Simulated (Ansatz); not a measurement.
```yaml
crystal:
  periodic: [false, false, false]
  atoms:
    - {symbol: C, position_ang: [-0.905386, 1.235147, -4.054262]}
    - {symbol: O, position_ang: [-0.773420, 0.709576, -2.777470]}
    - {symbol: Zr, position_ang: [-0.600850, -0.425357, -1.233396]}
    - {symbol: O, position_ang: [-2.207271, -1.480544, -0.943267]}
    - {symbol: N, position_ang: [-0.291243, 0.886990, 0.307277]}
    - {symbol: C, position_ang: [-0.003988, 0.662301, 1.716357]}
    - {symbol: C, position_ang: [0.021771, -0.842592, 1.963570]}
    - {symbol: C, position_ang: [-1.091427, 1.299964, 2.580411]}
    - {symbol: C, position_ang: [1.355620, 1.259421, 2.078148]}
    - {symbol: O, position_ang: [0.903893, -1.625869, -1.385663]}
    - {symbol: C, position_ang: [1.953678, -2.527025, -1.369696]}
    - {symbol: H, position_ang: [-1.875327, 0.968348, -4.489391]}
    - {symbol: H, position_ang: [-0.116835, 0.861112, -4.717324]}
    - {symbol: H, position_ang: [-0.834759, 2.328241, -4.025054]}
    - {symbol: H, position_ang: [-3.042212, -1.804387, -0.622822]}
    - {symbol: H, position_ang: [-0.324466, 1.880274, 0.103795]}
    - {symbol: H, position_ang: [0.220930, -1.063725, 3.014178]}
    - {symbol: H, position_ang: [-0.940806, -1.295416, 1.704466]}
    - {symbol: H, position_ang: [0.804728, -1.321002, 1.367301]}
    - {symbol: H, position_ang: [-1.136575, 2.378600, 2.404461]}
    - {symbol: H, position_ang: [-0.900772, 1.140818, 3.645704]}
    - {symbol: H, position_ang: [-2.067293, 0.876259, 2.333074]}
    - {symbol: H, position_ang: [1.362123, 2.337329, 1.892365]}
    - {symbol: H, position_ang: [1.595400, 1.098652, 3.133275]}
    - {symbol: H, position_ang: [2.140756, 0.806907, 1.468421]}
    - {symbol: H, position_ang: [1.588852, -3.555290, -1.479576]}
    - {symbol: H, position_ang: [2.510892, -2.463944, -0.426279]}
    - {symbol: H, position_ang: [2.653976, -2.324778, -2.188600]}
basis:
  gaussian: {orbitals: x2c-TZVPPall}
hamiltonian: {xc: {name: PBE-QIDH}}
```

```sh
$ ansatz run in.yaml --threads 10 --pin off --events-out ev --progress --plain --max-ram 110592MiB --backend cuda --devices 0, --max-vram 75GiB
```

It prints (some lines left out):

```
Functional definition: PBE-QIDH
3812 factors; integrals over basis functions are off by at most 1.1e-3 eV
mean field evaluation 1: about -111989.4441 eV, gradient 9.4e1 eV
mean field evaluation 2: about -111989.7309 eV, gradient 9.4e1 eV
mean field evaluation 4: about -112006.1180 eV, gradient 1.2e1 eV
mean field evaluation 8: about -112006.4071 eV, gradient 7.9e-1 eV
mean field evaluation 16: about -112006.4083 eV, gradient 6.8e-4 eV
mean field -112006.40831537 eV, -4116.1595849193 hartree, gradient 2.3e-6 eV, S^2 0.000000; 0 other end points of the search recorded, 0 dependent functions left out
24 core orbitals not correlated: weight in the atoms' cores, before any rotation towards them, 1.000 or more for the frozen orbitals, at most 0.000 for the correlated occupied ones
reference -112006.40834186 eV, -4116.1595858931 hartree; 38, 38 occupied and 565, 565 virtual orbitals, 3812 factors
second order -72.10000442 eV of doubles, -0.00000000 eV of singles
Total energy: -112030.44167667 eV, -4117.0427946569 hartree
Relativity: scalar
```

Hardware: 10 threads of an AMD EPYC 7R13 on a shared host and a whole NVIDIA H100 80 GB. Wall time 5.5 s, peak host memory 4 GiB.
